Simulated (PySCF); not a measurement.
Isomers of CH10Ge2OSi and their computed core-level spectra.

Level of theory: delta-SCF UKS SCAN, pcX-2 on the ionised atom, pcseg-1 elsewhere, spin-free X2C in PySCF 2.14.0. Geometries: PBE0-D3(BJ)/def2-SVP; isolated species, one conformer each.

Line lists (1s up to Mg, 2p3/2 beyond, nothing for Ge; areas count atoms within a level, one atom standing for each set equivalent by bonding):
1. C 1s: 292.07 eV; O 1s: 537.37 eV; Si 2p3/2: 106.60 eV
2. C 1s: 289.82 eV; O 1s: 537.18 eV; Si 2p3/2: 106.85 eV
3. C 1s: 289.96 eV; O 1s: 536.71 eV; Si 2p3/2: 106.56 eV

Structures:
A. `C[O][GeH2][GeH2][SiH3]`
B. `[SiH3][CH2][GeH2][O][GeH3]`
C. `[GeH3][CH2][SiH2][O][GeH3]`

Question: Which list belongs to which compound?

Answer: 
- 1 = A: another candidate has the same counts of sites, so positions decide. C 1s: 292.07 methoxy carbon; O 1s: 537.37 oxygen bonded to C and Ge; Si 2p3/2: 106.60 SiH3 silicon.
- 2 = C: another candidate has the same counts of sites, so positions decide. C 1s: 289.82 sp3 carbon bound to silicon; O 1s: 537.18 oxygen bonded to Ge and Si; Si 2p3/2: 106.85 oxygen-bound silicon.
- 3 = B: another candidate has the same counts of sites, so positions decide. C 1s: 289.96 sp3 carbon bound to silicon; O 1s: 536.71 oxygen bonded to 2 Ge; Si 2p3/2: 106.56 SiH3 silicon.

2p3/2 and 2p1/2 are the ΔSCF energy of one spin-free 2p hole plus the eigenvalues of a spin–orbit and ligand-field matrix of the shell.
